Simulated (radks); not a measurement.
Results of a calculation; reference values are marked as such.
Excited configurations of Mo: one electron is placed in a higher orbital outside [Kr] 4d5. The ground configuration is [Kr] 4d5 5s1. Code: a radial shooting solver on a logarithmic mesh with Libxc functionals. Model: non-relativistic Kohn-Sham, PBEsol, spin-polarised, spherical densities, point nucleus; open shells are filled with parallel spins first (spin-orbit coupling, left out, can overturn this in heavy ions); relativity is left out, which matters for an element this heavy. Excitation = E - E(ground); binding = E(ion) - E, where the ion is the core of charge +1; n* = 1/sqrt(2 binding) in atomic units, and the quantum defect is n - n*.

outer orbital  excitation (eV)  binding (eV)     n*  quantum defect  eigenvalue (eV)  <r> (bohr)
5p                       3.147         3.932  1.860           3.140           -1.936       4.859
5f                       6.420         0.659  4.545           0.455           -0.390       28.57
6p                       5.312         1.766  2.776           3.224           -1.047       11.65
6d                       6.078         1.001  3.688           2.312           -0.577       19.75
7p                       6.050         1.028  3.637           3.363           -0.652       20.97
7d                       6.398         0.680  4.473           2.527           -0.429       31.19

The Delta-SCF ionisation energy is 7.078 eV (NIST Atomic Spectra Database: 7.092 eV, measured). Self-interaction in the functional shifts the binding energies and quantum defects, so they are the method's values and not measured ones. Relativity is left out here, which matters for elements this heavy. Open shells are spherical and high-spin; term and fine-structure splittings are not resolved.
